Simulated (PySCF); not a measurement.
C2H2Cl2. Atoms are numbered in the order given.

```xyz
6

Cl     0.0000     1.6515    -0.4536
C      0.0000     0.6733     0.9660
C      0.0000    -0.6733     0.9660
Cl     0.0000    -1.6515    -0.4536
H      0.0000     1.2302     1.9150
H      0.0000    -1.2302     1.9150
```

Geometry optimised at PBE-D3(BJ)/def2-SVP.

These are PBE-D3(BJ)/def2-SVP run with PySCF values and carry that method's errors.

Frequencies are harmonic and unscaled.

Computed vibrational spectrum:
```json
[
 {"mode": "1", "ν (cm⁻¹)": "158", "IR (km/mol)": "0.2", "moving atoms (share of kinetic energy)": "Cl 92 %"},
 {"mode": "2", "ν (cm⁻¹)": "406", "IR (km/mol)": "0.0", "moving atoms (share of kinetic energy)": "C 75 %, H 19 %"},
 {"mode": "3", "ν (cm⁻¹)": "565", "IR (km/mol)": "5.2", "moving atoms (share of kinetic energy)": "C 66 %, Cl 29 %"},
 {"mode": "4", "ν (cm⁻¹)": "676", "IR (km/mol)": "55.2", "moving atoms (share of kinetic energy)": "H 80 %, C 19 %"},
 {"mode": "5", "ν (cm⁻¹)": "718", "IR (km/mol)": "20.7", "moving atoms (share of kinetic energy)": "C 61 %, Cl 33 %"},
 {"mode": "6", "ν (cm⁻¹)": "843", "IR (km/mol)": "78.9", "moving atoms (share of kinetic energy)": "C 65 %, H 19 %, Cl 16 %"},
 {"mode": "7", "ν (cm⁻¹)": "846", "IR (km/mol)": "0.0", "moving atoms (share of kinetic energy)": "H 80 %, C 20 %"},
 {"mode": "8", "ν (cm⁻¹)": "1153", "IR (km/mol)": "0.2", "moving atoms (share of kinetic energy)": "H 96 %"},
 {"mode": "9", "ν (cm⁻¹)": "1252", "IR (km/mol)": "18.9", "moving atoms (share of kinetic energy)": "H 78 %, C 22 %"},
 {"mode": "10", "ν (cm⁻¹)": "1612", "IR (km/mol)": "40.1", "moving atoms (share of kinetic energy)": "C 95 %"},
 {"mode": "11", "ν (cm⁻¹)": "3133", "IR (km/mol)": "11.2", "moving atoms (share of kinetic energy)": "H 92 %"},
 {"mode": "12", "ν (cm⁻¹)": "3152", "IR (km/mol)": "1.2", "moving atoms (share of kinetic energy)": "H 91 %, C 9 %"}
]
```
